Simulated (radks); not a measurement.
Results of a calculation; reference values are marked as such.
Question: The calcium ion Ca11+ is in [He] 2s2 2p(1/2: 2, 3/2: 3). Level of theory: Dirac Kohn-Sham, BLYP, spin-unpolarised, spherical densities, finite nucleus; Fermi nuclear charge, rms radius of each element as measured or else 0.836 A^(1/3) + 0.57 fm (a radial shooting solver on a logarithmic mesh with Libxc functionals). Sub-shells are occupied by j as written (lower j first in brackets). One electron is removed from 2p3/2, 1s1/2, 2p1/2, 2s1/2 in turn, with full relaxation. Which removal costs least, and what does each cost?

Answer: 2p3/2 663.05 eV; 2p1/2 667.34 eV; 2s1/2 733.70 eV; 1s1/2 4415.3 eV. The 2p3/2 electron leaves first.
